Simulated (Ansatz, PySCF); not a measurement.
C2H8BNO2, SMILES COCB(N)O. Atoms are numbered in the order given.

```xyz
14

C     -0.0784     2.6046     0.0000
O      0.3775     1.2828     0.0000
C     -0.6529     0.3169     0.0000
B     -0.0372    -1.1543     0.0000
N      1.3530    -1.3041     0.0000
O     -0.8429    -2.2709     0.0000
H     -0.6935     2.8324    -0.8956
H     -0.6935     2.8324     0.8956
H      0.7981     3.2702     0.0000
H     -1.3163     0.4517    -0.8855
H     -1.3163     0.4517     0.8855
H      1.9499    -0.4866     0.0000
H      1.8235    -2.1998     0.0000
H     -1.7832    -2.0638     0.0000
```
Charge 0, spin multiplicity 1.

The structure is a stationary point at B3LYP-D3(BJ)/def2-SVP. The structure was generated by enumeration, and PubChem lists no compound with its InChIKey, so it may never have been made. The values are those of a single conformer.

Two levels are set side by side: PBE-D3(BJ)/def2-SVP (Ansatz, a program for electronic structure) and B3LYP-D3(BJ)/def2-SVP (Ansatz). Each level has its own optimised geometry; the coordinates shown are those of the second. Frequencies come from the Hessian of PySCF at each geometry. Differences are taken from unrounded values.

```
quantity                            B3LYP-D3(BJ)
----------------------------------  ------------
mean bond length (Å)                       1.209
bond C1–O2 (Å)                             1.398
bond O2–C3 (Å)                             1.412
bond C3–B4 (Å)                             1.595
bond B4–N5 (Å)                             1.398
bond B4–O6 (Å)                             1.377
bond C1–H7 (Å)                             1.110
bond C1–H8 (Å)                             1.110
bond C1–H9 (Å)                             1.101
bond C3–H10 (Å)                            1.115
bond C3–H11 (Å)                            1.115
bond N5–H12 (Å)                            1.012
bond N5–H13 (Å)                            1.012
bond O6–H14 (Å)                            0.963
highest harmonic wavenumber (cm⁻¹)          3880
mean harmonic wavenumber (cm⁻¹)             1413
zero-point energy (kcal/mol)               72.72
```

What does PBE-D3(BJ) give, and how far is it from B3LYP-D3(BJ)? (An estimate is asked for; the answer gives what the named calculation found.)


| quantity | PBE-D3(BJ) | PBE-D3(BJ) minus B3LYP-D3(BJ) |
|---|---|---|
| mean bond length (Å) | 1.216 | 0.007 |
| bond C1–O2 (Å) | 1.403 | 0.005 |
| bond O2–C3 (Å) | 1.417 | 0.005 |
| bond C3–B4 (Å) | 1.599 | 0.005 |
| bond B4–N5 (Å) | 1.405 | 0.007 |
| bond B4–O6 (Å) | 1.385 | 0.008 |
| bond C1–H7 (Å) | 1.119 | 0.009 |
| bond C1–H8 (Å) | 1.119 | 0.009 |
| bond C1–H9 (Å) | 1.108 | 0.008 |
| bond C3–H10 (Å) | 1.124 | 0.009 |
| bond C3–H11 (Å) | 1.124 | 0.009 |
| bond N5–H12 (Å) | 1.019 | 0.007 |
| bond N5–H13 (Å) | 1.018 | 0.007 |
| bond O6–H14 (Å) | 0.971 | 0.008 |
| highest harmonic wavenumber (cm⁻¹) | 3773 | -106 |
| mean harmonic wavenumber (cm⁻¹) | 1374 | -39 |
| zero-point energy (kcal/mol) | 70.72 | -2.00 |

Exact exchange shortens and stiffens bonds; PBE has none. Differences between two approximate levels are no errors against the true value.
